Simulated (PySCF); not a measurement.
## Interval between two levels of Lu⁺ by level of theory

Lu⁺ [Xe] 4f14 6s2 → Lu⁺ [Xe] 4f14 6s1 6p1 [3P2, M_J = 2], as a difference of total energies. All numbers are calculated (PySCF 2.14, the two-component X2C-1e Hamiltonian, in x2c-TZVPall-2c (11s11p10d2f1g, 117 functions)). Correlated levels: [Ar] 3d10 frozen; the 18 highest virtual spinors dropped. "Screened" scales the spin-orbit matrix elements by Boettger's factors to mimic the two-electron term; Breit and QED terms are absent.

```csv
method,interval between two levels (cm⁻¹)
GHF (screened spin-orbit),23952
GMP2 (screened spin-orbit),33058
```

Errors of the correlated levels include the incompleteness of this basis and the frozen core.

The labels give the starting determinants; with spin-orbit coupling the two ends relaxed to ⟨J²⟩ = 0.00, ⟨L²⟩ = 0.11, ⟨S²⟩ = 0.11 and ⟨J²⟩ = 6.03, ⟨L²⟩ = 2.14, ⟨S²⟩ = 2.11.

For comparison: 32453 cm⁻¹ (measured; NIST Handbook of Basic Atomic Spectroscopic Data (Sansonetti and Martin, J. Phys. Chem. Ref. Data 34, 1559 (2005))).
